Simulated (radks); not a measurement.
Values are calculated unless marked as measured or tabulated.
Sm2+, configuration [Kr] 4d10 4f6 5s1 5p6 6s1 (not the ground configuration).

Code: a radial shooting solver on a logarithmic mesh with Libxc functionals. Model: scalar-relativistic Kohn-Sham, BLYP, spin-polarised, spherical densities, point nucleus; open shells are filled with parallel spins first (spin-orbit coupling, left out, can overturn this in heavy ions).

Energy parts (hartree):
| part | energy |
|---|---|
| total | -10426.0555 |
| kinetic | 11146.0327 |
| electron-nucleus | -25340.9565 |
| Hartree | 4004.6513 |
| exchange-correlation | -235.7831 |

Orbitals (lengths in bohr, moments of r in powers of bohr; r(90%) holds 90 % of the orbital's charge):
orbital  occ.  eigenvalue (hartree)  r(90%)
1s up       1             -1716.385  0.0411
1s down     1             -1716.380  0.0411
2s up       1             -281.0466   0.150
2s down     1             -281.0428   0.150
2p up       3             -250.7804   0.139
2p down     3             -250.7769   0.139
3s up       1             -62.11928   0.374
3s down     1             -62.04653   0.374
3p up       3             -52.65996   0.379
3p down     3             -52.58751   0.379
3d up       5             -39.84821   0.360
3d down     5             -39.79166   0.360
4s up       1             -12.95991   0.833
4s down     1             -12.77633   0.832
4p up       3              -9.85380   0.893
4p down     3              -9.67033   0.893
4d up       5              -5.49818    1.01
4d down     5              -5.31413    1.01
4f up       6              -0.84426    1.62
4f down     0              -0.67412    1.73
5s up       1              -2.32170    1.98
5s down     0              -2.18781    2.02
5p up       3              -1.55123    2.33
5p down     3              -1.44382    2.39
6s up       1              -0.59632    4.79
6s down     0              -0.55819    4.91

The highest occupied level is 6s up at -16.227 eV. The configuration is held as typed, so some empty levels lie below it. The density falls to 0.001 e/bohr^3 at r = 4.29 bohr.
